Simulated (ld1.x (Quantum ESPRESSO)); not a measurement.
# PBE TM dataset for caesium, scalar-relativistic all-electron reference.

Input for ld1.x (Quantum ESPRESSO) 7.5:

```
&input
   title='Cs', zed=55., rel=1, dft='PBE', iswitch=3,
   config='[Xe] 5d0 6s0.5 6p0.5',
   nld=3, rlderiv=4.55, eminld=-2.0, emaxld=5.0, deld=0.02
 /
 &inputp
   pseudotype=2, tm=.true., lloc=1,
   nlcc=.true., new_core_ps=.true., rcore=3.50,
   file_pseudopw='Cs.UPF', file_wfcaegen='ae.wfc', file_wfcncgen='nc.wfc', file_beta='beta', file_chi='chi'
 /
3
6S  1  0   0.50   0.00  3.95  3.95  0.0
5D  3  2   0.00   0.00  4.20  4.20  0.0
6P  2  1   0.50   0.00  3.50  3.50  0.0
 &test
   configts(1)='5d0 6s0.5 6p0.5'
 /
```

Command:

```bash
ld1.x < Cs.in > Cs.out
```

The program printed (shortened: banner, matrices, multipoles, cross overlaps and the repeated all-electron block are left out):

```
Program LD1 v.7.5
     --------------------------- All-electron run ----------------------------

     Cs
     scalar relativistic calculation

     atomic number is 55.00
     dft =PBE   lsd =0 sic =0 latt =0  beta=0.20 tr2=1.0E-14
     Exchange-correlation= PBE
                           (   1   4   3   4   0   0   0)
     mesh =1251 r(mesh) = 101.25750 a.u. xmin = -7.00 dx = 0.01250
     1 Ry =  13.60569312 eV, c = 137.03599908

     n l     nl                  e(Ry)          e(Ha)          e(eV)
     1 0     1S 1( 2.00)     -2631.3110     -1315.6555    -35800.8103
     2 0     2S 1( 2.00)      -412.7871      -206.3936     -5616.2547
     2 1     2P 1( 6.00)      -370.2816      -185.1408     -5037.9384
     3 0     3S 1( 2.00)       -85.8542       -42.9271     -1168.1060
     3 1     3P 1( 6.00)       -72.1776       -36.0888      -982.0256
     4 0     4S 1( 2.00)       -16.2391        -8.1196      -220.9446
     4 1     4P 1( 6.00)       -11.8673        -5.9337      -161.4629
     3 2     3D 1(10.00)       -52.1094       -26.0547      -708.9845
     5 0     5S 1( 2.00)        -2.0123        -1.0061       -27.3784
     5 1     5P 1( 6.00)        -1.0400        -0.5200       -14.1494
     4 2     4D 1(10.00)        -5.5050        -2.7525       -74.8997
     5 2     5D 1( 0.00)        -0.0558        -0.0279        -0.7592
     6 0     6S 1( 0.50)        -0.1773        -0.0886        -2.4121
     6 1     6P 1( 0.50)        -0.0766        -0.0383        -1.0418

     final scf error:  6.6E-15 reached in  31 iterations

     Etot =  -15573.817686 Ry,   -7786.908843 Ha, -211892.584191 eV

     Ekin =   16409.287871 Ry,    8204.643935 Ha,  223259.735133 eV
     Encl =  -37685.459931 Ry,  -18842.729966 Ha, -512736.803025 eV
     Eh   =    6086.309364 Ry,    3043.154682 Ha,   82808.457454 eV
     Exc  =    -383.954989 Ry,    -191.977494 Ha,   -5223.973753 eV

     normalization and overlap integrals

     s(1S/1S) =  1.000000  <r> =   0.0261  <r2> =    0.0009  r(max) =   0.0169
     s(2S/2S) =  1.000000  <r> =   0.1121  <r2> =    0.0148  r(max) =   0.0947
     s(2P/2P) =  1.000000  <r> =   0.0982  <r2> =    0.0118  r(max) =   0.0765
     s(3S/3S) =  1.000000  <r> =   0.2990  <r2> =    0.1022  r(max) =   0.2739
     s(3P/3P) =  1.000000  <r> =   0.2970  <r2> =    0.1023  r(max) =   0.2672
     s(4S/4S) =  1.000000  <r> =   0.6947  <r2> =    0.5447  r(max) =   0.6409
     s(4P/4P) =  1.000000  <r> =   0.7394  <r2> =    0.6221  r(max) =   0.6738
     s(3D/3D) =  1.000000  <r> =   0.2736  <r2> =    0.0884  r(max) =   0.2215
     s(5S/5S) =  1.000000  <r> =   1.7405  <r2> =    3.4152  r(max) =   1.5375
     s(5P/5P) =  1.000000  <r> =   2.0822  <r2> =    4.9482  r(max) =   1.7863
     s(4D/4D) =  1.000000  <r> =   0.8366  <r2> =    0.8151  r(max) =   0.7172
     s(5D/5D) =  1.000000  <r> =   5.7105  <r2> =   42.1156  r(max) =   3.2145
     s(6S/6S) =  1.000000  <r> =   5.6518  <r2> =   36.4824  r(max) =   4.6770
     s(6P/6P) =  1.000000  <r> =   7.9540  <r2> =   72.0364  r(max) =   6.8051

     ------------------------ End of All-electron run ------------------------

     --------------------- Generating NC pseudopotential ---------------------

      Generating local pot.: lloc=1, matching radius rcloc =   3.5000

      Computing core charge for nlcc:

       r > 3.51 : true rho core
      Core charge pseudized with two Bessel functions
      Integrated core pseudo-charge :   6.48

      Wfc   6S  rcut= 3.926  Using Troullier-Martins method

      Wfc   5D  rcut= 4.232  Using Troullier-Martins method

     ------------------- End of pseudopotential generation -------------------

     Computing logarithmic derivative in   4.53324
     Computing logarithmic derivative in   4.53324
     Computing the partial wave expansion
     R is outside the sphere for l=    0 j= 0.00
       no projector for channel:   1
     R is outside the sphere for l=    2 j= 0.00

     ---------------------- Testing the pseudopotential ----------------------

     Cs
     scalar relativistic calculation

     atomic number is 55.00   valence charge is  1.00
     dft =PBE   lsd =0 sic =0 latt =0  beta=0.20 tr2=1.0E-14
     mesh =1251 r(mesh) = 101.25750 xmin = -7.00 dx = 0.01250

     n l     nl             e AE (Ry)        e PS (Ry)    De AE-PS (Ry)
     3 2     5D   1( 0.00)       -0.05580       -0.05580       -0.00000
     1 0     6S   1( 0.50)       -0.17728       -0.17728       -0.00000
     2 1     6P   1( 0.50)       -0.07657       -0.07660        0.00003

     eps = 7.7E-15  iter = 13

     Etot =  -15573.817686 Ry,   -7786.908843 Ha, -211892.584191 eV
     Etotps =    -4.647791 Ry,      -2.323895 Ha,     -63.236417 eV

     Ekin =       0.141874 Ry,       0.070937 Ha,       1.930295 eV
     Encl =      -0.221451 Ry,      -0.110725 Ha,      -3.012988 eV
     Ehrt =       0.132956 Ry,       0.066478 Ha,       1.808955 eV
     Ecxc =      -4.593382 Ry,      -2.296691 Ha,     -62.496152 eV
     (Ecc =      -4.413059 Ry,      -2.206530 Ha,     -60.042727 eV)
     Epseu=      -0.107788 Ry,      -0.053894 Ha,      -1.466527 eV

     ---------------------- End of pseudopotential test ----------------------
```

Note: ghost states, extra bound levels that the all-electron valence spectrum of the same l lacks: s at -72.3 eV, p at -0.27 eV. A true bound ghost makes a file unfit for plane-wave use.

Generation and configuration tests took about 1.1 s on one core of a shared server CPU.

Transferability test of the new file with ld1.x, input:

```
&input
   title='Cs', zed=55., rel=1, dft='PBE', iswitch=2,
   config='[Xe] 5d0 6s0.5 6p0.5'
 /
 &test
   file_pseudo='Cs.UPF', nconf=6,
   configts(1)='5d0 6s0.5 6p0.5',
   configts(2)='5d0 6s1 6p0',
   configts(3)='5d0 6s0.5 6p0',
   configts(4)='5d0 6s0 6p1',
   configts(5)='5d1 6s0 6p0',
   configts(6)='5d0.5 6s0.5 6p0'
 /
```

```bash
ld1.x < Cs.test.in > Cs.test.out
```

Pseudopotential blocks of its output, shortened (energy terms left out; the distinct warnings before each block abridged to one line each):

```
     ---------------------- Testing the pseudopotential ----------------------

     n l     nl             e AE (Ry)        e PS (Ry)    De AE-PS (Ry)
     3 2     5D   1( 0.00)       -0.05580       -0.05580       -0.00000
     1 0     6S   1( 0.50)       -0.17728       -0.17728       -0.00000
     2 1     6P   1( 0.50)       -0.07657       -0.07660        0.00003

     eps = 7.8E-15  iter = 13

     Etot =  -15573.817686 Ry,   -7786.908843 Ha, -211892.584191 eV
     Etotps =    -4.647791 Ry,      -2.323895 Ha,     -63.236417 eV

     ---------------------- End of pseudopotential test ----------------------

          ---------------------- Testing the pseudopotential ----------------------

     n l     nl             e AE (Ry)        e PS (Ry)    De AE-PS (Ry)
     3 2     5D   1( 0.00)       -0.02820       -0.02776       -0.00044
     1 0     6S   1( 1.00)       -0.15333       -0.15297       -0.00036
     2 1     6P   1( 0.00)       -0.05427       -0.05456        0.00029

     eps = 1.5E-15  iter =  7

     Etot =  -15573.867606 Ry,   -7786.933803 Ha, -211893.263388 eV
     Etotps =    -4.697568 Ry,      -2.348784 Ha,     -63.913674 eV
     dEtot_ae =      -0.049920 Ry
     dEtot_ps =      -0.049777 Ry,   Delta E=      -0.000143 Ry

     ---------------------- End of pseudopotential test ----------------------

          ---------------------- Testing the pseudopotential ----------------------

     n l     nl             e AE (Ry)        e PS (Ry)    De AE-PS (Ry)
     3 2     5D   1( 0.00)       -0.16437       -0.16470        0.00033
     1 0     6S   1( 0.50)       -0.28179       -0.28188        0.00009
     2 1     6P   1( 0.00)       -0.15685       -0.16554        0.00870  !

     eps = 2.1E-16  iter =  4

     Etot =  -15573.759516 Ry,   -7786.879758 Ha, -211891.792741 eV
     Etotps =    -4.589592 Ry,      -2.294796 Ha,     -62.444575 eV
     dEtot_ae =       0.058170 Ry
     dEtot_ps =       0.058199 Ry,   Delta E=      -0.000029 Ry

     ---------------------- End of pseudopotential test ----------------------

          BEWARE! Errors in PS-KS equations
     Warning: n=2, l=1 expected 0 nodes, found 1
     Warning: n=3, l=2 expected 0 nodes, found 1
     ---------------------- Testing the pseudopotential ----------------------

     n l     nl             e AE (Ry)        e PS (Ry)    De AE-PS (Ry)
     3 2     5D   1( 0.00)       -0.08136       -0.08136        0.00000
     1 0     6S   1( 0.00)       -0.19841       -0.25793        0.05952  !
     2 1     6P   1( 1.00)       -0.09521       -0.00004       -0.09517  !

     eps = 8.2E-15  iter = 26

     Etot =  -15573.766826 Ry,   -7786.883413 Ha, -211891.892202 eV
     Etotps =    -4.413099 Ry,      -2.206549 Ha,     -60.043270 eV
     dEtot_ae =       0.050860 Ry
     dEtot_ps =       0.234692 Ry,   Delta E=      -0.183832 Ry

     ---------------------- End of pseudopotential test ----------------------

          ---------------------- Testing the pseudopotential ----------------------

     n l     nl             e AE (Ry)        e PS (Ry)    De AE-PS (Ry)
     3 2     5D   1( 1.00)       -0.04236       -0.04256        0.00020
     1 0     6S   1( 0.00)       -0.16297       -0.16385        0.00089
     2 1     6P   1( 0.00)       -0.06929       -0.02079       -0.04850  !

     eps = 7.3E-15  iter = 12

     Etot =  -15573.744747 Ry,   -7786.872374 Ha, -211891.591804 eV
     Etotps =    -4.574189 Ry,      -2.287095 Ha,     -62.235013 eV
     dEtot_ae =       0.072939 Ry
     dEtot_ps =       0.073602 Ry,   Delta E=      -0.000663 Ry

     ---------------------- End of pseudopotential test ----------------------

          ---------------------- Testing the pseudopotential ----------------------

     n l     nl             e AE (Ry)        e PS (Ry)    De AE-PS (Ry)
     3 2     5D   1( 0.50)       -0.03437       -0.03404       -0.00033
     1 0     6S   1( 0.50)       -0.15736       -0.15750        0.00014
     2 1     6P   1( 0.00)       -0.06101       -0.06184        0.00083

     eps = 6.2E-15  iter = 11

     Etot =  -15573.805662 Ry,   -7786.902831 Ha, -211892.420588 eV
     Etotps =    -4.635435 Ry,      -2.317718 Ha,     -63.068309 eV
     dEtot_ae =       0.012025 Ry
     dEtot_ps =       0.012356 Ry,   Delta E=      -0.000331 Ry

     ---------------------- End of pseudopotential test ----------------------
```
